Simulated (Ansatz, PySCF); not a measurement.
Energy difference R1 → P1 + P2, each structure at its B3LYP-D3(BJ)/def2-TZVP stationary point, reached from a drawn start (curvature not checked).
R1: Cl3Ga (SMILES [Cl][Ga]([Cl])[Cl]), charge 0, multiplicity 1.
P1: ClGa (SMILES [Cl][Ga]), charge 0, multiplicity 1.
P2: Cl2 (SMILES ClCl), charge 0, multiplicity 1.

P less R. No zero-point or thermal terms; no spin–orbit coupling.

Cores are frozen in the correlated methods. In cc and def2 sets filled d and f shells under p-block atoms count as core.

Codes used: Ansatz (a first-principles code); PySCF for the D3/D4 terms. All values are computed, each at the level named.

PBE/def2-TZVPP gives 82.72 kcal/mol for the reaction energy.

Question: Predict the shift from PBE, with its sign, for: PBE-D3(BJ)/def2-TZVPP, r2SCAN/def2-TZVPP, B3LYP/def2-TZVPP, wB97M-V/def2-TZVPP, B2PLYP/def2-TZVPP, MP2/def2-QZVPP, CCSD(T)/def2-QZVPP.

Answer: PBE-D3(BJ)/def2-TZVPP 1.29; r2SCAN/def2-TZVPP 12.30; B3LYP/def2-TZVPP -1.00; wB97M-V/def2-TZVPP 6.96; B2PLYP/def2-TZVPP 7.03; MP2/def2-QZVPP 18.81; CCSD(T)/def2-QZVPP 12.84 kcal/mol. 6 of 7 lie above PBE; the widest gap is to MP2/def2-QZVPP.
